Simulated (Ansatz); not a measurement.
A nudged elastic band was laid between two geometries of ClF₃H₄OW (10 atoms, charge 0, multiplicity 1).

These are results of Ansatz 0.2.0, RKS B3LYP-D4/def2-SVP, not measurements.

| Item | Value |
| --- | --- |
| movable images | 9 |
| climbing image | yes |
| spring | 5.0 eV/Å² |
| optimiser | quadratic models (default) |
| start path | through a guess of the saddle point |
| force threshold | 0.03 eV/Å |
| iteration limit | 60 |
| end points | relaxed |

Initial state:

```xyz
10
Properties=species:S:1:pos:R:3
W 0.078 0.027 -0.065
F 0.631 -0.686 1.665
F 1.878 -0.052 -0.500
F 0.001 1.528 -1.243
O -1.597 0.313 0.609
H -2.374 0.544 1.130
H -0.042 -1.643 -0.220
H -0.528 -0.603 -1.497
Cl 1.031 2.249 1.943
H 1.198 1.080 2.490
```

Final state:

```xyz
10
Properties=species:S:1:pos:R:3
W 0.194 0.258 -0.176
F -0.329 0.878 2.303
F 1.413 -0.828 -1.092
F -0.270 2.072 -0.068
O -1.575 -0.309 0.036
H -1.955 -0.647 0.861
H 0.350 -1.027 0.922
H -0.327 0.214 -1.790
Cl 2.206 0.982 0.927
H 0.569 1.163 2.390
```

Q: What changes between the two ends?

A: Bonds broken: W1–F2, Cl9–H10. Bonds formed: W1–Cl9, F2–H10.

Q: Give the energies along the band, and the barrier.

A: The run converged. The highest image is number 6 of 0 to 10, 110.6 kJ/mol above the first end and 48.0 kJ/mol above the last; the last end lies 62.7 kJ/mol above the first. The profile has 2 maxima (images 1, 6) with wells between them (image 2): this band takes more than one step, which may be the mechanism or a detour left from its start path. A vibrational analysis at the climbing image gives one clearly imaginary mode, 200i cm⁻¹: a first-order saddle point. The orbitals stay closed-shell, which can raise the energy where a bond breaks towards radicals; this wasn't checked here.

```json
{"image": "0", "path coordinate (Å)": "0.00", "energy (kJ/mol)": "0.0", "W1–F2 (Å)": "1.95", "Cl9–H10 (Å)": "1.30", "W1–Cl9 (Å)": "3.14"}
{"image": "1", "path coordinate (Å)": "0.68", "energy (kJ/mol)": "6.6", "W1–F2 (Å)": "2.01", "Cl9–H10 (Å)": "1.34", "W1–Cl9 (Å)": "2.89"}
{"image": "2", "path coordinate (Å)": "1.36", "energy (kJ/mol)": "3.5", "W1–F2 (Å)": "2.25", "Cl9–H10 (Å)": "1.88", "W1–Cl9 (Å)": "2.54"}
{"image": "3", "path coordinate (Å)": "2.04", "energy (kJ/mol)": "6.0", "W1–F2 (Å)": "2.32", "Cl9–H10 (Å)": "1.98", "W1–Cl9 (Å)": "2.48"}
{"image": "4", "path coordinate (Å)": "2.72", "energy (kJ/mol)": "30.7", "W1–F2 (Å)": "2.47", "Cl9–H10 (Å)": "2.09", "W1–Cl9 (Å)": "2.44"}
{"image": "5", "path coordinate (Å)": "3.40", "energy (kJ/mol)": "82.0", "W1–F2 (Å)": "2.72", "Cl9–H10 (Å)": "2.21", "W1–Cl9 (Å)": "2.39"}
{"image": "6", "path coordinate (Å)": "4.09", "energy (kJ/mol)": "110.6", "W1–F2 (Å)": "2.95", "Cl9–H10 (Å)": "2.28", "W1–Cl9 (Å)": "2.35"}
{"image": "7", "path coordinate (Å)": "4.71", "energy (kJ/mol)": "96.9", "W1–F2 (Å)": "3.19", "Cl9–H10 (Å)": "2.29", "W1–Cl9 (Å)": "2.35"}
{"image": "8", "path coordinate (Å)": "5.33", "energy (kJ/mol)": "77.9", "W1–F2 (Å)": "3.26", "Cl9–H10 (Å)": "2.28", "W1–Cl9 (Å)": "2.38"}
{"image": "9", "path coordinate (Å)": "5.96", "energy (kJ/mol)": "68.8", "W1–F2 (Å)": "2.98", "Cl9–H10 (Å)": "2.25", "W1–Cl9 (Å)": "2.39"}
{"image": "10", "path coordinate (Å)": "6.58", "energy (kJ/mol)": "62.7", "W1–F2 (Å)": "2.61", "Cl9–H10 (Å)": "2.20", "W1–Cl9 (Å)": "2.41"}
```

Q: What is the geometry of the highest image?

A: 
```xyz
10
Properties=species:S:1:pos:R:3:forces:R:3
W 0.148 0.353 -0.218 0.00 0.00 0.00
F 0.303 0.045 2.716 0.00 0.00 0.00
F 1.592 -0.705 -0.771 0.00 0.00 0.00
F -0.644 1.983 -0.791 0.00 0.00 0.00
O -1.661 0.233 0.371 0.00 0.00 0.00
H -1.910 -0.561 0.864 0.00 0.00 0.00
H -0.084 -1.169 0.516 0.00 0.00 0.00
H -0.158 0.114 -1.856 0.00 0.00 0.00
Cl 1.735 1.746 0.805 0.00 0.00 0.00
H 0.953 0.717 2.677 0.00 0.00 0.00
```

The band took 48 iterations and of the order of 60 core-minutes.

Time of the run: 15 min on 4 threads of AMD EPYC 7R43 64-Core Processor (Zen 3), on a shared host, peak memory 0.36 GiB.
